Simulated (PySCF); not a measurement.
# Electric field gradients and quadrupole coupling constants

C₆H₈N₂.
Structure used (GFN2-xTB), in Å, numbered top down from 1:
```xyz
16
C6H8N2 angstrom
C      3.473   -0.120    0.994
C      2.248   -0.106    0.477
C      1.857    0.748   -0.620
N      0.690    0.823   -1.126
N     -0.346    0.111   -0.980
C     -1.431    0.300   -0.340
C     -2.548   -0.584   -0.537
C     -3.698   -0.470    0.123
H      3.739   -0.766    1.812
H      4.251    0.521    0.612
H      1.473   -0.754    0.869
H      2.601    1.397   -1.062
H     -1.544    1.116    0.377
H     -2.399   -1.369   -1.266
H     -4.518   -1.147   -0.040
H     -3.856    0.310    0.850
```

Field gradients from the PBE0/pcSseg-1 density (PySCF, non-relativistic), principal values in atomic units, ordered |Vxx| ≤ |Vyy| ≤ |Vzz|:

```csv
atom,Vxx,Vyy,Vzz
N4,0.3864,0.6792,-1.0656
N5,0.3793,0.6743,-1.0536
```

**Question.** Find the asymmetry η = (Vxx − Vyy)/Vzz and the couplings χ = eQV/h (234.96 MHz × Q in barn × V in au), with Q(14N) = 0.02044 b.

**Answer.** 
```tsv
atom	environment	nucleus	η	χzz (MHz)	χxx (MHz)	χyy (MHz)
N4	C=N nitrogen	14N	0.27	-5.12	1.86	3.26
N5	C=N nitrogen	14N	0.28	-5.06	1.82	3.24
```

The tensor is traceless: Vxx + Vyy + Vzz = 0.

**Question.** What is Vzz at N4 in SI units (1 au = 9.71736 × 10²¹ V/m²)?

**Answer.** -1.0656 au = -10.355 × 10²¹ V/m².

**Question.** What couplings would deuterons (Q(2H) = 0.00286 b) have in place of the hydrogens, at this geometry?

**Answer.** 
```tsv
atom	bonded to	bond length (Å)	Vzz (au)	η	χzz (kHz)
H9	C1	1.076	0.3373	0.04	227
H10	C1	1.078	0.3341	0.05	225
H11	C2	1.083	0.3186	0.07	214
H12	C3	1.082	0.3197	0.09	215
H13	C6	1.092	0.3013	0.09	202
H14	C7	1.081	0.3232	0.05	217
H15	C8	1.076	0.3395	0.05	228
H16	C8	1.078	0.3349	0.06	225
```

Isolated species at its GFN2-xTB geometry (one conformer only). GFN2-xTB bond lengths can be off by several hundredths of an ångström, more for odd bonds, and the gradients follow them. With so small a basis the couplings can be 20 % off.
